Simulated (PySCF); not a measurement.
Molecule: `InChI=1S/C7H5FO/c8-7-4-2-1-3-6(7)5-9/h1-5H`.

Bonds (- single, = double, # triple, : aromatic): O1=C2, C2-C3, C3:C4, C4:C5, C5:C6, C6:C7, C7:C8, C8-F9, C8:C3. C2 carries H10; C4 carries H11; C5 carries H12; C6 carries H13; C7 carries H14.

Frames of a GFN2-xTB Langevin trajectory at 600 K; GIAO PBE0/pcSseg-1 shieldings in PySCF, gas phase, non-relativistic; equivalent atoms averaged within each frame.

δ = σ(ref) − σ, references computed at the same level: H2O for 17O (σ = 336.08 ppm); TMS for 13C (σ = 186.93 ppm), 1H (σ = 31.72 ppm); 19F (σ = 170.95 ppm) against CFCl3. The references are static minima.

Q: How do the shifts (ppm) fluctuate along the trajectory?

A: 
| time (fs) | O1 | C2 | C8 | C4 | C3 | C6 | C5 | C7 | F9 | H10 |
| --- | --- | --- | --- | --- | --- | --- | --- | --- | --- | --- |
| optimised geometry | 666.7 | 190.4 | 176.0 | 135.5 | 128.7 | 142.2 | 129.7 | 122.1 | -130.9 | 10.68 |
| 250 | 706.7 | 195.6 | 175.5 | 141.9 | 136.3 | 134.4 | 128.2 | 121.8 | -121.1 | 10.49 |
| 425 | 767.2 | 209.9 | 179.5 | 132.4 | 132.9 | 155.0 | 139.5 | 121.8 | -108.0 | 10.76 |
| 625 | 688.7 | 191.7 | 191.5 | 142.2 | 133.8 | 137.7 | 141.9 | 132.9 | -82.9 | 11.24 |
| 800 | 729.0 | 201.1 | 174.9 | 139.0 | 140.3 | 136.0 | 134.1 | 114.6 | -118.9 | 10.28 |
| 1000 | 651.7 | 185.3 | 185.2 | 138.0 | 143.7 | 139.4 | 140.0 | 120.9 | -119.5 | 10.87 |
| mean of frames | 708.7 | 196.7 | 181.3 | 138.7 | 137.4 | 140.5 | 136.8 | 122.4 | -110.1 | 10.73 |
| standard deviation | 43.3 | 9.3 | 7.0 | 4.0 | 4.6 | 8.3 | 5.6 | 6.6 | 16.0 | 0.37 |

5 frames give an uncertainty of the mean of about the standard deviation over 2.2 at best, since frames this close in time may not be independent; classical motion lacks zero-point vibration, and the reference would need the same averaging.
